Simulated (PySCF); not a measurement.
C2H3ClFGa, SMILES C=[CH][Ga]([F])[Cl]. Atoms are numbered in the order given.

```xyz
8

Ga    -0.1395    -0.2804     0.2405
F     -0.6275    -1.0991     1.7062
Cl     0.5731     1.7086     0.5511
C     -0.2092    -1.0566    -1.5167
C      0.2129    -0.3340    -2.5628
H     -0.5836    -2.0744    -1.6736
H      0.1974    -0.7294    -3.5862
H      0.5940     0.6874    -2.4422
```

Geometry optimised at ωB97X-D3(BJ)/def2-SVP. The structure was generated by enumeration; whether it is a known compound was not checked. Other conformers were not sampled.

All values below come from TDA-PBE/def2-SVPD run with PySCF 2.14.0.

Vertical excitations. The molecule is in vacuum.

Task: Estimate the UV-visible absorptions. (An estimate is asked for; the answer gives what the named calculation found.)

Result: 
| state | energy (eV) | λ (nm) | f | main pairs |
|---|---|---|---|---|
| S1 | 5.09 | 244 | 0.001 | HOMO−1→LUMO 92 % |
| S2 | 5.45 | 227 | 0.002 | HOMO−2→LUMO 91 % |
| S3 | 5.47 | 227 | 0.022 | HOMO−3→LUMO 66 %, HOMO→LUMO 30 % |
| S4 | 5.93 | 209 | 0.000 | HOMO→LUMO+1 98 % |
| S5 | 6.12 | 203 | 0.001 | HOMO−1→LUMO+1 60 %, HOMO→LUMO 15 % |
| S6 | 6.28 | 197 | 0.121 | HOMO−2→LUMO+1 27 %, HOMO→LUMO 22 %, HOMO−1→LUMO+1 17 %, HOMO−3→LUMO 15 % |
| S7 | 6.43 | 193 | 0.019 | HOMO−3→LUMO+1 82 %, HOMO−4→LUMO 18 % |
| S8 | 6.49 | 191 | 0.011 | HOMO−4→LUMO 81 %, HOMO−3→LUMO+1 17 % |
| S9 | 6.72 | 184 | 0.337 | HOMO−2→LUMO+1 60 %, HOMO−1→LUMO+1 17 %, HOMO→LUMO 11 % |
| S10 | 6.83 | 182 | 0.009 | HOMO−5→LUMO 90 % |
| T1 | 4.15 | 299 | 0 | HOMO→LUMO 88 % |
| T2 | 4.88 | 254 | 0 | HOMO−1→LUMO 86 %, HOMO−2→LUMO 13 % |
| T3 | 5.17 | 240 | 0 | HOMO−2→LUMO 86 %, HOMO−1→LUMO 13 % |
| T4 | 5.25 | 236 | 0 | HOMO−3→LUMO 91 % |
Triplets are in the Tamm–Dancoff approximation.
